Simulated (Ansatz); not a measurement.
Ansatz (a first-principles code) input (B3LYP/6-31+G*): The .json file is the Basis Set Exchange's 6-31+G*.

Ansatz 0.2 input:
```yaml
crystal:
  periodic: [false, false, false]
  atoms:
    - {symbol: C, position_ang: [-1.41342000, -0.29067200, -0.02977300]}
    - {symbol: B, position_ang: [0.14279000, 0.07194400, -0.01051300]}
    - {symbol: O, position_ang: [0.40270900, 1.32785800, -0.38687500]}
    - {symbol: O, position_ang: [1.13354700, -0.79724300, 0.35106400]}
    - {symbol: H, position_ang: [-1.71290200, -0.59482200, 0.97696800]}
    - {symbol: H, position_ang: [-2.05064100, 0.53215400, -0.34609400]}
    - {symbol: H, position_ang: [-1.56701500, -1.13119700, -0.71215900]}
    - {symbol: H, position_ang: [0.80707900, -1.66674400, 0.59897400]}
basis:
  gaussian:
    orbitals: 6-31+G_.json
hamiltonian:
  xc: {name: B3LYP}
magnetization: {spin_polarized: true, initial_magnetization: 1}
output: {forces: true}
```

Output:

```
Functional definition: B3LYP
integrals: 0.03 GiB planned
789 factors; integrals over basis functions are off by at most 1.3e-3 eV
mean field: 0.36 GiB planned
mean field evaluation 1: about -5864.8059 eV, gradient 4.7e1 eV
mean field evaluation 2: about -5857.8907 eV, gradient 6.4e1 eV
mean field evaluation 4: about -5873.6619 eV, gradient 2.6e0 eV
mean field evaluation 8: about -5873.8660 eV, gradient 5.1e-1 eV
mean field evaluation 16: about -5873.8673 eV, gradient 2.7e-4 eV
mean field -5873.86729316 eV, -215.8606415734 hartree, gradient 3.7e-5 eV, S^2 0.754064; 1 other end points of the search recorded, 0 dependent functions left out
the calculation of the forces begins
reference -5873.86759024 eV, -215.8606524908 hartree; 16, 15 occupied and 68, 69 virtual orbitals, 789 factors
Total energy: -5873.86759024 eV, -215.8606524908 hartree
Atom 0 at    -1.413420    -0.290672    -0.029773 Å, force     0.046060    -0.014077     0.008448 eV/Å
Atom 1 at     0.142790     0.071944    -0.010513 Å, force    -0.000842     0.020920    -0.006716 eV/Å
Atom 2 at     0.402709     1.327858    -0.386875 Å, force     0.040132     0.184128    -0.055003 eV/Å
Atom 3 at     1.133547    -0.797243     0.351064 Å, force     0.254902     0.128221    -0.018701 eV/Å
Atom 4 at    -1.712902    -0.594822     0.976968 Å, force    -0.074143    -0.042363     0.141036 eV/Å
Atom 5 at    -2.050641     0.532154    -0.346094 Å, force    -0.117369     0.117827    -0.047553 eV/Å
Atom 6 at    -1.567015    -1.131197    -0.712159 Å, force    -0.053260    -0.119143    -0.100754 eV/Å
Atom 7 at     0.807079    -1.666744     0.598974 Å, force    -0.095481    -0.275513     0.079242 eV/Å
Dipole moment:    -0.405335    -0.556670     0.141760 e Å
```

The geometry given is a B3LYP-D3(BJ)/def2-TZVP minimum.
